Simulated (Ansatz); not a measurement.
Computed with Ansatz on PBE0-D4/def2-TZVP structures; ΔE is electronic, products minus reactants. CCSD(T)/CBS adds triple-zeta CCSD(T) − MP2 to the extrapolated MP2 energy (def2 sets, frozen cores). This one scheme is used for every species. For Sc outer-core shells are correlated without core-valence functions, which leaves a few kJ/mol of doubt a bond. Scalar relativity is left out up to krypton. One conformer a species, not always the lowest.

`[OH][Sc]([Cl])[O][SiH3]` + NH₃ → `[NH2][Sc]([Cl])[O][SiH3]` + H₂O  (ligand exchange at the Sc–O bond)

```json
{"species": "`[OH][Sc]([Cl])[O][SiH3]`", "HF/def2-SVP energy (Eh)": "-1660.07676"}
{"species": "NH₃", "HF/def2-SVP energy (Eh)": "-56.14875"}
{"species": "`[NH2][Sc]([Cl])[O][SiH3]`", "HF/def2-SVP energy (Eh)": "-1640.23354"}
{"species": "H₂O", "HF/def2-SVP energy (Eh)": "-75.96088"}
```

(1) Work out ΔE.

Largest T1 diagnostic among the species: 0.015.

Answers

(1) ΔE = (-1640.23354) + (-75.96088) − (-1660.07676) − (-56.14875) = 0.03109 Eh = +81.6 kJ/mol. CCSD(T)/CBS gives +67.7 kJ/mol.

At CCSD(T), def2-SVP lies +15.9 kJ/mol from the extrapolated value and def2-TZVPP +1.2 kJ/mol. In def2-TZVPP, CCSD(T) changes the Hartree–Fock value by −6.9 kJ/mol (the triples alone add −0.9 kJ/mol) and MP2 by −5.6 kJ/mol. Leaving LDA and LC-ωPBE aside and taking each functional with its dispersion term where it has one, the values, not all of them listed here, spread over 9.4 kJ/mol, from revPBE-D4 to CAM-B3LYP-D4.
